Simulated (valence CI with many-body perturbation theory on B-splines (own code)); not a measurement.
## Tm47+: E2, M1 decay

Level of theory: valence CI with perturbative core correlation (CI+MBPT): four valence electrons over a frozen Dirac-Fock core [Ar], radial functions for each j: 9 s, 9 p, 10 d, 8 f, 5 g, 3 h, 1 i, with the one-electron correlation potential Σ1 (screened to all orders), the two-electron term Σ2, the three-electron term Σ3, Breit, model QED; selected single and double excitations, second order for the rest (own B-spline code, finite nucleus).

No measured spectrum was set against this ion. As an estimate, large intervals hold to a few tenths of a per cent, small ones and those within an open d or f shell to about a per cent. The list stops below the first excitations out of the core. Only levels of the ground parity were solved; by the run's estimate the other parity begins above the list, which can be wrong where configurations are misplaced.

Lines 1 to 50 of 105 in falling wavelength, among levels below 218.55 eV, chosen from the decays that carry over 1 % of a level's rate. Wavelengths and rates use the calculated energies. Electric multipoles are in the length gauge, E1 and E2 with the static RPA response of the core. S is in atomic units (e²a₀⁴ for E2 and M2, e²a₀⁶ for E3), for M1 in squared Bohr magnetons. Weak lines are less certain than strong ones. Lines between different terms over intervals too small for the method are left out, as are lines whose strength nearly cancels. The highest levels of a list are the least certain.

Levels are named by their leading jj configuration (3d3/2^4 stands for four electrons in 3d with j = 3/2), which in mixed levels can hold well under half, so a name can repeat and another be missing. Letters in brackets count levels of one name in rising energy.

| λ vac (nm) | Upper | Lower | Type | A (s⁻¹) | S (a.u.) |
| --- | --- | --- | --- | --- | --- |
| 463.4 | (3d3/2^2 3d5/2^2) J=6 | (3d3/2^2 3d5/2^2) J=5 | M1 | 7.39e+01 | 3.54e+00 |
| 371.7 | (3d3/2^3 3d5/2) J=3 | (3d3/2^3 3d5/2) J=2 | M1 | 2.67e+02 | 3.56e+00 |
| 233.1 | (3d3/2^3 3d5/2) J=3 | (3d3/2^3 3d5/2) J=4 | M1 | 7.13e+02 | 2.35e+00 |
| 109.6 | (3d3/2^2 3d5/2^2) J=4 [b] | (3d3/2^2 3d5/2^2) J=3 [a] | M1 | 5.10e+03 | 2.24e+00 |
| 94.85 | (3d3/2^3 3d5/2) J=2 | (3d3/2^3 3d5/2) J=1 | M1 | 2.04e+04 | 3.23e+00 |
| 78.56 | (3d3/2^2 3d5/2^2) J=2 [d] | (3d3/2^2 3d5/2^2) J=2 [c] | M1 | 1.69e+04 | 1.52e+00 |
| 76.29 | (3d3/2^2 3d5/2^2) J=2 [b] | (3d3/2^2 3d5/2^2) J=2 [a] | M1 | 1.20e+04 | 9.87e-01 |
| 69.51 | (3d3/2^2 3d5/2^2) J=4 [c] | (3d3/2^2 3d5/2^2) J=3 [b] | M1 | 7.46e+03 | 8.36e-01 |
| 66.72 | (3d3/2 3d5/2^3) J=0 | (3d3/2 3d5/2^3) J=1 [a] | M1 | 2.71e+04 | 2.98e-01 |
| 48.73 | (3d3/2^2 3d5/2^2) J=4 [c] | (3d3/2^2 3d5/2^2) J=5 | M1 | 5.02e+03 | 1.94e-01 |
| 46.28 | (3d3/2 3d5/2^3) J=3 [b] | (3d3/2^2 3d5/2^2) J=2 [d] | M1 | 2.31e+04 | 5.94e-01 |
| 45.64 | (3d3/2^2 3d5/2^2) J=2 [d] | (3d3/2^2 3d5/2^2) J=2 [b] | M1 | 1.27e+04 | 2.23e-01 |
| 44.86 | (3d3/2^2 3d5/2^2) J=2 [c] | (3d3/2^2 3d5/2^2) J=2 [a] | M1 | 1.86e+04 | 3.11e-01 |
| 43.74 | (3d3/2 3d5/2^3) J=1 [b] | (3d3/2^2 3d5/2^2) J=0 [b] | M1 | 9.06e+04 | 8.44e-01 |
| 42.94 | (3d3/2^2 3d5/2^2) J=2 [d] | (3d3/2^2 3d5/2^2) J=3 [b] | M1 | 4.43e+03 | 6.50e-02 |
| 40.08 | (3d3/2^2 3d5/2^2) J=4 [c] | (3d3/2^2 3d5/2^2) J=4 [a] | M1 | 4.97e+04 | 1.07e+00 |
| 38.29 | (3d3/2^2 3d5/2^2) J=2 [d] | (3d3/2^2 3d5/2^2) J=1 | M1 | 3.71e+03 | 3.86e-02 |
| 37.45 | (3d3/2 3d5/2^3) J=2 [b] | (3d3/2 3d5/2^3) J=3 [a] | M1 | 3.92e+04 | 3.82e-01 |
| 32.34 | (3d3/2^2 3d5/2^2) J=4 [a] | (3d3/2^3 3d5/2) J=3 | M1 | 1.25e+05 | 1.41e+00 |
| 30.90 | (3d3/2^2 3d5/2^2) J=2 [d] | (3d3/2^2 3d5/2^2) J=3 [a] | M1 | 1.51e+04 | 8.25e-02 |
| 30.86 | (3d3/2^2 3d5/2^2) J=3 [a] | (3d3/2^3 3d5/2) J=3 | M1 | 6.64e+05 | 5.06e+00 |
| 30.82 | (3d3/2^2 3d5/2^2) J=2 [a] | (3d3/2^3 3d5/2) J=2 | M1 | 3.63e+05 | 1.97e+00 |
| 30.75 | (3d3/2 3d5/2^3) J=3 [c] | (3d3/2^2 3d5/2^2) J=2 [d] | M1 | 9.60e+04 | 7.24e-01 |
| 30.44 | (3d3/2 3d5/2^3) J=2 [a] | (3d3/2^2 3d5/2^2) J=2 [c] | M1 | 1.11e+05 | 5.82e-01 |
| 30.40 | (3d3/2 3d5/2^3) J=3 [a] | (3d3/2^2 3d5/2^2) J=4 [b] | M1 | 1.10e+05 | 7.99e-01 |
| 30.38 | (3d3/2 3d5/2^3) J=1 [b] | (3d3/2^2 3d5/2^2) J=2 [d] | M1 | 4.00e+05 | 1.25e+00 |
| 29.12 | (3d3/2 3d5/2^3) J=3 [b] | (3d3/2^2 3d5/2^2) J=2 [c] | M1 | 3.06e+04 | 1.96e-01 |
| 28.56 | (3d3/2^2 3d5/2^2) J=2 [d] | (3d3/2^2 3d5/2^2) J=2 [a] | M1 | 2.53e+03 | 1.09e-02 |
| 28.49 | (3d3/2^2 3d5/2^2) J=3 [a] | (3d3/2^3 3d5/2) J=2 | M1 | 4.82e+05 | 2.89e+00 |
| 28.40 | (3d3/2^2 3d5/2^2) J=4 [a] | (3d3/2^3 3d5/2) J=4 | M1 | 1.04e+06 | 7.93e+00 |
| 28.31 | (3d3/2 3d5/2^3) J=1 [a] | (3d3/2^2 3d5/2^2) J=2 [b] | M1 | 1.46e+05 | 3.67e-01 |
| 28.12 | (3d3/2^3 3d5/2) J=1 | (3d3/2^4) J=0 | M1 | 1.13e+06 | 2.81e+00 |
| 27.87 | (3d5/2^4) J=4 | (3d3/2 3d5/2^3) J=3 [b] | M1 | 1.30e+05 | 9.38e-01 |
| 27.64 | (3d3/2^2 3d5/2^2) J=0 [b] | (3d3/2^2 3d5/2^2) J=1 | M1 | 4.34e+05 | 3.40e-01 |
| 27.51 | (3d3/2 3d5/2^3) J=2 [b] | (3d3/2^2 3d5/2^2) J=2 [d] | M1 | 8.28e+04 | 3.19e-01 |
| 26.94 | (3d3/2 3d5/2^3) J=5 | (3d3/2^2 3d5/2^2) J=4 [b] | M1 | 5.05e+05 | 4.03e+00 |
| 26.17 | (3d3/2 3d5/2^3) J=4 [a] | (3d3/2^2 3d5/2^2) J=5 | M1 | 1.28e+05 | 7.63e-01 |
| 25.30 | (3d3/2 3d5/2^3) J=1 [a] | (3d3/2^2 3d5/2^2) J=1 | M1 | 6.87e+05 | 1.24e+00 |
| 25.23 | (3d3/2^2 3d5/2^2) J=5 | (3d3/2^3 3d5/2) J=4 | M1 | 5.86e+05 | 3.83e+00 |
| 24.31 | (3d3/2 3d5/2^3) J=5 | (3d3/2^2 3d5/2^2) J=6 | M1 | 2.93e+05 | 1.72e+00 |
| 24.30 | (3d3/2 3d5/2^3) J=4 [a] | (3d3/2^2 3d5/2^2) J=3 [a] | M1 | 6.09e+05 | 2.92e+00 |
| 24.18 | (3d3/2^2 3d5/2^2) J=1 | (3d3/2^3 3d5/2) J=2 | M1 | 1.22e+06 | 1.92e+00 |
| 24.14 | (3d3/2 3d5/2^3) J=3 [c] | (3d3/2^2 3d5/2^2) J=4 [c] | M1 | 6.85e+05 | 2.50e+00 |
| 24.10 | (3d3/2^2 3d5/2^2) J=3 [b] | (3d3/2^3 3d5/2) J=3 | M1 | 1.46e+05 | 5.30e-01 |
| 24.08 | (3d3/2^2 3d5/2^2) J=4 [b] | (3d3/2^3 3d5/2) J=3 | M1 | 2.21e+05 | 1.03e+00 |
| 23.97 | (3d3/2 3d5/2^3) J=6 | (3d3/2^2 3d5/2^2) J=6 | M1 | 5.67e+05 | 3.77e+00 |
| 23.92 | (3d3/2^2 3d5/2^2) J=6 | (3d3/2^3 3d5/2) J=4 | E2 | 2.82e+01 | 2.56e-04 |
| 23.80 | (3d3/2 3d5/2^3) J=3 [a] | (3d3/2^2 3d5/2^2) J=3 [a] | M1 | 1.07e+06 | 3.76e+00 |
| 23.79 | (3d3/2^2 3d5/2^2) J=0 [a] | (3d3/2^3 3d5/2) J=1 | M1 | 3.03e+06 | 1.51e+00 |
| 23.79 | (3d3/2 3d5/2^3) J=2 [a] | (3d3/2^2 3d5/2^2) J=2 [b] | M1 | 5.77e+05 | 1.44e+00 |
